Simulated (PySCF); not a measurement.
NMR data simulated for an unnamed compound:

1H NMR (300 MHz, computed): δ 3.91 (t, 3H), 3.63 (s, 6H), 0.77 (q, 2H).

13C{1H} NMR (computed): δ 5.1 (CH2).

PySCF 2.14 calculation with NMR shieldings at PBE0/pcSseg-1/GIAO and structure optimised with GFN2-xTB; non-relativistic, fast rotation and ring inversion assumed for equivalent nuclei, isolated molecule, single conformer.

References, each an isolated molecule treated in the same way: TMS for 1H (31.72 ppm), 13C (186.93 ppm).

Which of these does the molecule contain: a CH3CH2 unit, a Si–H bond, a benzene ring, a (CH3)2CH unit?

Answers


- A CH3CH2 unit: no.
- A Si–H bond: yes (δH 3.91 (t)).
- A benzene ring: no.
- A (CH3)2CH unit: no.

The data belong to SMILES [SiH3]C[Si]([SiH3])([SiH3])Cl, CH11ClSi4; they needn't prove each group on their own.

Carbon signals by region: 1 below 50 ppm.

Shifts are as computed. Against solution values, carbons near 30 ppm lie about +3 ppm off and those near 130 ppm about +5 ppm. Of 1309 compounds with measured shifts, 239 miss one by over three times the rms of a fit or turn the order of signals round; such compounds aren't used in these exercises. No couplings were computed; multiplicities are counted from neighbouring protons, with m where these are inequivalent, close in shift, in a saturated or five-membered ring or joined by F or P, and br s for small geminal =CH2 splittings.
